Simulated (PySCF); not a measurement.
Cost against size for one kind of job: PySCF 2.14.0, PBE0-D3(BJ)/def2-SVP geometry optimisation, gas phase; work: geometry optimisation from a GFN2-xTB start shaken at random. Hardware: one thread, Arm Neoverse V1 (aarch64), on a shared host. Other jobs ran on the host; a repeat could differ by tens of per cent or more. Peak memory is the resident size of the whole Python process, interpreter and libraries included.

| species (SMILES) | atoms | electrons | basis functions | SCF cycles | gradient evaluations | wall time | peak memory |
| --- | --- | --- | --- | --- | --- | --- | --- |
| BSB(Cl)SC | 11 | 70 | 121 | 65 | 10 | 64 s | 0.52 GiB |
| BCO[SiH2][SiH3] | 14 | 56 | 123 | 90 | 15 | 90 s | 0.51 GiB |
| C[NH+](C)[BH2-]N | 16 | 42 | 125 | 44 | 7 | 39 s | 0.50 GiB |
| CC[B@H-](N)[NH3+] | 16 | 42 | 125 | 70 | 11 | ? | ? |
| C#C[Si@@H]1C=C(Cl)S1 | 10 | 74 | 125 | 53 | 7 | 48 s | 0.52 GiB |

Estimate the withheld figures.

`CC[B@H-](N)[NH3+]`: 63 s, 0.50 GiB.

Which species took longest, and how many times the shortest run?

`BCO[SiH2][SiH3]`, at 90 s: about 2.3 times the shortest (39 s).
